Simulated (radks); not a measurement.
The numbers below are computed, except where a source is named.
Problem. Neutral hafnium: order these configurations by energy. Level of theory: scalar-relativistic Kohn-Sham, PBEsol, spin-polarised, spherical densities, finite nucleus; Fermi nuclear charge, rms radius of each element as measured or else 0.836 A^(1/3) + 0.57 fm (a radial shooting solver on a logarithmic mesh with Libxc functionals). Open shells are filled with parallel spins first. [Xe] 4f14 5d1 6s2 6p1; [Xe] 4f14 5d2 6s1 6p1; [Xe] 4f14 5d2 6s2; [Xe] 4f14 5d3 6s1.

Solution. From the lowest, in eV above it: [Xe] 4f14 5d2 6s2 0.000; [Xe] 4f14 5d3 6s1 1.080; [Xe] 4f14 5d1 6s2 6p1 2.155; [Xe] 4f14 5d2 6s1 6p1 2.564.
